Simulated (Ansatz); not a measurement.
Mulliken charges of C3H5FGe, SMILES `C#[C][GeH]([CH3])[F]` from ωB97M-V/def2-TZVPP in Ansatz (PBE0-D4/def2-TZVP geometry).

```json
{"atom": "C1", "x (Å)": "-2.604", "y (Å)": "0.314", "z (Å)": "-0.545", "charge (e)": "-0.192"}
{"atom": "C2", "x (Å)": "-1.401", "y (Å)": "0.266", "z (Å)": "-0.599", "charge (e)": "-0.237"}
{"atom": "Ge3", "x (Å)": "0.492", "y (Å)": "0.136", "z (Å)": "-0.655", "charge (e)": "0.615"}
{"atom": "C4", "x (Å)": "1.212", "y (Å)": "-0.472", "z (Å)": "1.030", "charge (e)": "-0.442"}
{"atom": "F5", "x (Å)": "1.077", "y (Å)": "1.759", "z (Å)": "-0.902", "charge (e)": "-0.386"}
{"atom": "H6", "x (Å)": "-3.668", "y (Å)": "0.368", "z (Å)": "-0.500", "charge (e)": "0.225"}
{"atom": "H7", "x (Å)": "0.933", "y (Å)": "-0.660", "z (Å)": "-1.889", "charge (e)": "0.013"}
{"atom": "H8", "x (Å)": "0.858", "y (Å)": "-1.482", "z (Å)": "1.245", "charge (e)": "0.132"}
{"atom": "H9", "x (Å)": "2.301", "y (Å)": "-0.475", "z (Å)": "0.990", "charge (e)": "0.133"}
{"atom": "H10", "x (Å)": "0.883", "y (Å)": "0.196", "z (Å)": "1.826", "charge (e)": "0.139"}
```

Task: By hand: the dipole of these point charges (1 e Å = 4.8032 D).

Result: Σ q r = (-0.088, -0.667, 0.149) e Å, of length 0.689 e Å = 3.31 D.

Task: How does the dipole of the full density compare? (Estimate.)

Result: Computed: (-0.139, -0.456, 0.216) e Å, 2.51 D; the point charges give 1.32 times that, at 15° from its direction.

Point charges leave out the atoms' own dipoles, such as those of lone pairs, and Mulliken's split depends on the basis, so the two needn't agree.
